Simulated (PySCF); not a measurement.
## A PySCF run on SiGe⁺

State: ⁴Σ⁻ (quartet), unpaired electrons σ ↑, π ↑↑.

An equivalent input (the run itself took its basis sets from the Basis Set Exchange, started from a PBE0 density and held the occupation σ 12α 11β, πx 5α 4β, πy 5α 4β, δx 1α 1β, δy 1α 1β):

```python
from pyscf import gto, scf
mol = gto.M(atom='Si 0 0 0; Ge 0 0 2.348', basis={'Si': 'def2-TZVPPD', 'Ge': 'def2-TZVPPD'},
            charge=1, spin=3, verbose=4, symmetry='C2v')
mf = scf.UHF(mol)
mf.irrep_nelec = {'A1': (13, 12), 'A2': (1, 1), 'B1': (5, 4), 'B2': (5, 4)}
mf.conv_tol = 1e-9
mf.max_cycle = 60
mf.diis_space = 10
mf.kernel()
```

The log (some set-up lines and the per-cycle HOMO/LUMO lines removed):

```
******** <class 'pyscf.scf.uhf_symm.SymAdaptedUHF'> ********
method = SymAdaptedUHF
damping factor = 0
level_shift factor = 0
DIIS = <class 'pyscf.scf.diis.CDIIS'>
diis_start_cycle = 1
diis_space = 10
diis_damp = 0
SCF conv_tol = 1e-09
SCF conv_tol_grad = None
SCF max_cycles = 60
number electrons alpha = 24  beta = 21
Set gradient conv threshold to 3.16228e-05
init E= -2363.95795014238
cycle= 1 E= -2363.97307267429  delta_E= -0.0151  |g|= 0.0857  |ddm|= 0.208
cycle= 2 E= -2363.97424181023  delta_E= -0.00117  |g|= 0.0494  |ddm|= 0.0836
cycle= 3 E= -2363.97463709151  delta_E= -0.000395  |g|= 0.00825  |ddm|= 0.023
cycle= 4 E= -2363.97471331883  delta_E= -7.62e-05  |g|= 0.00222  |ddm|= 0.0158
cycle= 5 E= -2363.9747251828  delta_E= -1.19e-05  |g|= 0.000796  |ddm|= 0.00646
cycle= 6 E= -2363.97472703593  delta_E= -1.85e-06  |g|= 0.000438  |ddm|= 0.00229
cycle= 7 E= -2363.97472804215  delta_E= -1.01e-06  |g|= 0.000304  |ddm|= 0.00171
cycle= 8 E= -2363.97472896836  delta_E= -9.26e-07  |g|= 0.000161  |ddm|= 0.00261
cycle= 9 E= -2363.9747292501  delta_E= -2.82e-07  |g|= 8.16e-05  |ddm|= 0.00162
cycle= 10 E= -2363.97472931553  delta_E= -6.54e-08  |g|= 3.19e-05  |ddm|= 0.000964
cycle= 11 E= -2363.97472932187  delta_E= -6.34e-09  |g|= 5.47e-06  |ddm|= 0.0003
cycle= 12 E= -2363.97472932199  delta_E= -1.19e-10  |g|= 1.44e-06  |ddm|= 3.86e-05
Extra cycle  E= -2363.97472932199  delta_E= -3.64e-12  |g|= 8.74e-07  |ddm|= 3.56e-06
converged SCF energy = -2363.97472932199  <S^2> = 3.7617517  2S+1 = 4.0058715
```

Repeating this along the bond gives Re = 2.331 Å and ωe = 395 cm⁻¹.

A point of this curve took 1.4 CPU seconds beside 0.57 for the integrals, on Intel Xeon 6975P-C (shared host).

Spin–orbit coupling is left out. The state was picked by a PBE0 search and need not be the measured ground state.
